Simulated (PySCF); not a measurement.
C2H9FOSi2, SMILES OC[Si@H](F)C[SiH3].

The structure is a stationary point at PBE-D3(BJ)/def2-SVP. The structure was generated by enumeration; whether it is a known compound was not checked. One conformer was computed; it need not be the lowest.

Calculation: PBE-D3(BJ)/def2-SVP in PySCF.

Frequencies are harmonic and unscaled.

Computed harmonic wavenumbers and intensities:
```tsv
mode	ν (cm⁻¹)	IR (km/mol)	moving atoms (share of kinetic energy)
1	40	0.8	H 34 %, Si 28 %, C 22 %, F 8 %, O 8 %
2	75	4.8	O 32 %, H 30 %, Si 15 %, C 14 %
3	94	0.2	H 44 %, Si 19 %, O 18 %, C 11 %, F 8 %
4	117	3.3	H 48 %, C 18 %, F 15 %, Si 11 %, O 9 %
5	147	3.8	H 28 %, O 24 %, F 21 %, C 15 %, Si 12 %
6	224	9.9	F 36 %, Si 32 %, H 18 %, C 13 %
7	258	10.5	Si 33 %, H 32 %, F 22 %, C 11 %
8	322	16.4	O 32 %, C 24 %, H 22 %, Si 16 %
9	424	100.9	H 88 %
10	473	6.4	H 90 %
11	541	0.7	H 61 %, Si 24 %, C 13 %
12	631	7.8	H 64 %, C 19 %, Si 15 %
13	643	17.3	H 58 %, C 34 %
14	699	30.8	C 45 %, H 34 %, Si 20 %
15	753	87.1	H 43 %, C 30 %, Si 24 %
16	767	63.0	H 51 %, C 28 %, Si 17 %
17	801	30.4	H 43 %, F 34 %, Si 14 %, C 10 %
18	821	206.9	H 72 %, C 14 %, Si 12 %
19	865	118.7	H 43 %, Si 31 %, F 16 %, C 9 %
20	900	132.7	H 89 %, Si 9 %
21	914	52.3	H 97 %
22	917	23.7	H 97 %
23	981	6.6	H 94 %
24	1028	68.6	H 55 %, C 38 %
25	1038	126.0	O 44 %, C 40 %, H 15 %
26	1128	30.9	H 90 %, C 9 %
27	1236	3.8	H 76 %, C 21 %
28	1327	8.3	H 92 %, C 8 %
29	1346	40.6	H 82 %, C 11 %
30	1397	6.9	H 95 %
31	2161	60.7	H 99 %
32	2168	73.7	H 96 %
33	2172	99.5	H 96 %
34	2185	137.7	H 97 %
35	2876	44.7	H 94 %
36	2985	0.1	H 95 %
37	3007	11.4	H 92 %, C 8 %
38	3051	0.0	H 91 %, C 9 %
39	3673	33.5	H 94 %
```
